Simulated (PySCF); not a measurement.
C5H8Si.
InChI=1S/C5H8Si/c1-2-3-4-5-6/h2H,1,5H2,6H3

The closed-shell ground state was solved at several levels (PySCF, density fitting, gas phase, non-relativistic). Isolated species at its PBE0-D3(BJ)/def2-SVP geometry, gas phase.

```json
{"level": "CAM-B3LYP/pcSseg-1", "basis functions": "149", "total energy (Eh)": "-484.6066", "HOMO (eV)": "-7.85", "LUMO (eV)": "0.38", "gap (eV)": "8.23", "dipole (D)": "0.50"}
{"level": "BHandHLYP/pcSseg-1", "basis functions": "149", "total energy (Eh)": "-484.5856", "HOMO (eV)": "-7.50", "LUMO (eV)": "0.33", "gap (eV)": "7.83", "dipole (D)": "0.46"}
{"level": "wB97X-D/pcSseg-1", "basis functions": "149", "total energy (Eh)": "-484.6392", "HOMO (eV)": "-8.40", "LUMO (eV)": "0.98", "gap (eV)": "9.38", "dipole (D)": "0.50"}
{"level": "PBE0/6-31G", "basis functions": "74", "total energy (Eh)": "-484.2852", "HOMO (eV)": "-6.38", "LUMO (eV)": "-0.32", "gap (eV)": "6.06", "dipole (D)": "0.57"}
{"level": "PBE0/STO-3G", "basis functions": "42", "total energy (Eh)": "-478.6871", "HOMO (eV)": "-4.53", "LUMO (eV)": "2.42", "gap (eV)": "6.95", "dipole (D)": "0.89"}
{"level": "B97-2/pcSseg-1", "basis functions": "149", "total energy (Eh)": "-484.6573", "HOMO (eV)": "-6.40", "LUMO (eV)": "-0.80", "gap (eV)": "5.60", "dipole (D)": "0.54"}
{"level": "PBE0/pcSseg-1", "basis functions": "149", "total energy (Eh)": "-484.3467", "HOMO (eV)": "-6.64", "LUMO (eV)": "-0.76", "gap (eV)": "5.88", "dipole (D)": "0.53"}
{"level": "mPW1PW91/pcSseg-1", "basis functions": "149", "total energy (Eh)": "-484.6763", "HOMO (eV)": "-6.66", "LUMO (eV)": "-0.77", "gap (eV)": "5.89", "dipole (D)": "0.53"}
```

(1) Estimate the row for LC-wPBE/pcSseg-1, a basis of 149 functions; the other rows only guide the guess.

(2) Over all these levels, which gives the widest orbital gap and which the narrowest?

(3) How much does the basis alone move the frontier levels among the 3 PBE0 rows?

(4) In the pcSseg-1 basis, how does the gap go with the fixed share of exact exchange?

(5) How far do the dipole and the HOMO energy spread over the levels?

Results:

(1) Total energy -484.4794 Eh, HOMO -9.19 eV, LUMO 1.44 eV, gap 10.63 eV, dipole 0.45 D.

(2) LC-wPBE/pcSseg-1 (range-separated hybrid) has the widest, 10.63 eV, and B97-2/pcSseg-1 (global hybrid, 21 % exact exchange) the narrowest, 5.60 eV. The two share the basis. From the narrowest to the widest the HOMO moves by -2.79 eV and the LUMO by +2.24 eV.

(3) The HOMO by 2.11 eV and the LUMO by 3.18 eV. By rising basis size (HOMO, LUMO in eV): STO-3G -4.53, 2.42; 6-31G -6.38, -0.32; pcSseg-1 -6.64, -0.76.

(4) B97-2 (21 %) 5.60 eV; PBE0 (25 %) 5.88 eV; mPW1PW91 (25 %) 5.89 eV; BHandHLYP (50 %) 7.83 eV. Each rise in the share widens the gap here.

(5) The dipole runs from 0.45 to 0.89 D (mean 0.55 D) and the HOMO from -9.19 to -4.53 eV.

wB97X-D is run here without its empirical dispersion term; that term would change no orbital, density or response property at a fixed geometry.
